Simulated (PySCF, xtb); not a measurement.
C7H7, SMILES [C]1=CC2C=CC1C2, multiplicity 2. Other conformers were not sampled.

Harmonic wavenumbers (cm⁻¹) from GFN2-xTB run with xtb 6.7.1 at its own minimum, in rising order: 404, 445, 470, 498, 663, 742, 755, 790, 804, 823, 889, 930, 934, 953, 993, 1011, 1019, 1077, 1094, 1112, 1148, 1163, 1201, 1211, 1222, 1272, 1478, 1631, 1669, 2981, 3001, 3014, 3035, 3139, 3156, 3180.

Problem. What does ωB97X-D3(BJ)/def2-SVP run with PySCF give at its own minimum? (An estimate is asked for; the answer gives what the named calculation found.)

Solution. 427, 467, 522, 551, 716, 723, 772, 794, 828, 898, 907, 924, 938, 961, 981, 989, 1039, 1105, 1131, 1172, 1197, 1244, 1270, 1276, 1292, 1341, 1483, 1664, 1702, 3098, 3156, 3172, 3175, 3241, 3264, 3266. Paired by order, the mean absolute difference is 53 cm⁻¹ and the zero-point energies are 71.3 and 73.9 kcal/mol.
